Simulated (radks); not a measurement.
Results of a calculation; reference values are marked as such.
Initial-state core-level shifts of the titanium ion Ti+ when its valence configuration changes from [Ar] 3d2 4s1. Code: a radial shooting solver on a logarithmic mesh with Libxc functionals. Model: Dirac Kohn-Sham, PBE, spin-unpolarised, spherical densities, finite nucleus; open shells are shared between the two j in proportion to 2j + 1; Fermi nuclear charge, rms radius 3.5921 fm. Shifts are changes of the shell-averaged eigenvalues in eV (positive: less bound); the change of the density at the nucleus, which sets a Mossbauer isomer shift, is in e/bohr^3, on a base of 8496.

| valence | 1s | 2s | 3s | 3p | density at nucleus |
|---|---|---|---|---|---|
| 3d1 4s2 | -5.860 | -6.831 | -5.666 | -5.402 | +7.2979 |
| 3d2.5 4s0.5 | +2.354 | +2.733 | +2.383 | +2.277 | -2.8299 |
| 3d2 4p1 | -1.246 | -1.203 | -1.230 | -1.221 | -4.2826 |
| 3d3 | +4.293 | +4.986 | +4.405 | +4.213 | -5.2150 |
| 3d1 4p2 | -8.302 | -9.244 | -8.049 | -7.754 | -2.6188 |
| 3d1.5 4s1 4p0.5 | -3.379 | -3.814 | -3.320 | -3.189 | +1.1171 |
| 3d1 4s1 4p1 | -7.103 | -8.059 | -6.879 | -6.600 | +2.4653 |
| 3d1.5 4s1.5 | -2.747 | -3.197 | -2.699 | -2.575 | +3.3532 |
| 3d2.5 4p0.5 | +1.740 | +2.149 | +1.775 | +1.671 | -4.8352 |
